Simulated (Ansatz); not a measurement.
Ti7Si3, relaxed as a septet with UKS PBE-D4/def2-SVP in Ansatz, starting from the GFN1-xTB geometry. Force threshold 0.03 eV/Å.

The charge 0 septet is spin-contaminated (final ⟨S²⟩ up to 12.21, 12.00 for a pure state). The relaxation made no stability test and no search for a lower SCF solution. No other spin state of charge 0 was run. Another isomer (septet) lies 0.23 eV lower at PBE0-D4/def2-SVP; other spin states weren't run for this one.

Start:

```xyz
10

Ti   -0.6401    1.7566   -2.6088
Ti   -0.0931   -2.0664   -0.3937
Ti   -1.1788   -0.0891    1.3382
Ti   -1.7284   -2.1625    2.9671
Ti   -1.6256    2.2135   -0.0484
Ti   -0.5136   -3.9955    1.3432
Ti    0.7242    3.3683   -0.8892
Si    1.4277   -0.1680    0.7518
Si    2.4685    1.3708   -0.6463
Si    1.1593   -0.2277   -1.8139
```

```tsv
step	energy (eV)	largest force component (eV/Å)	SCF passes
1	-185347.4639	1.808	244
2	-185348.6443	0.934	177
3	-185349.3243	0.710	116
4	-185349.9110	0.699	119
5	-185350.5003	0.671	88
6	-185351.1826	0.834	131
7	-185351.8640	0.839	107
8	-185352.4549	0.677	95
9	-185352.9183	0.577	91
10	-185353.2491	0.569	84
11	-185353.5861	0.547	73
13	-185354.4346	0.901	72
15	-185355.2806	0.977	74
17	-185355.6354	0.618	75
19	-185355.7090	0.249	70
21	-185355.7341	0.104	72
23	-185355.7422	0.053	65
25	-185355.7484	0.046	64
27	-185355.7626	0.212	75
29	-185355.7806	0.142	67
31	-185355.8030	0.124	66
33 (rejected)	-185355.7942	0.236	68
35	-185355.8152	0.019	61
```

Force components are those of the run's own axes.

End:

```xyz
10

Ti   -0.081    1.004   -1.515
Ti   -1.271   -1.093   -0.521
Ti   -1.270    0.838    1.394
Ti   -0.805   -1.537    1.982
Ti   -2.240    1.799   -0.691
Ti    0.468   -2.746    0.370
Ti    0.633    2.316    0.393
Si    0.934   -0.233    0.798
Si    2.415    0.887   -0.744
Si    1.217   -1.234   -1.467
```

Bonds formed: Ti1–Ti2, Ti1–Ti3, Ti1–Si8, Ti1–Si9, Ti2–Ti5, Ti3–Ti7, Ti4–Si8, Ti6–Si8 (atoms count from 1). Metal–metal contacts that move far: Ti2–Ti4 3.74 to 2.58 Å.

No frequencies were taken in this run, so the end may be a saddle point.

It took 19 min on 4 threads of Arm Neoverse V2 on a shared host, peak host memory 0.99 GiB.
